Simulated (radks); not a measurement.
Q: Cr2+, configuration [Ar] 3d4. Calculated with a radial shooting solver on a logarithmic mesh with Libxc functionals: Dirac Kohn-Sham, PBEsol, spin-unpolarised, spherical densities, finite nucleus; open shells fill j = l - 1/2 first; Fermi nuclear charge, rms radius 3.6452 fm.

Spin-orbit splittings of the eigenvalues, e(l+1/2) - e(l-1/2), with zeta = 2 splitting/(2l+1) and mean radii in bohr:

| shell | occ. | splitting (eV) | zeta (eV) | <r> j=l-1/2 | <r> j=l+1/2 |
|---|---|---|---|---|---|
| 2p | 6 | ? | ? | 0.2581 | 0.2609 |
| 3p | 6 | 1.034 | 0.6891 | 0.9512 | 0.9599 |
| 3d | 4 | 0.09496 | 0.03798 | 1.223 | 1.227 |

Estimate the 2p splitting.

A: 8.633 eV (zeta = 5.755 eV).
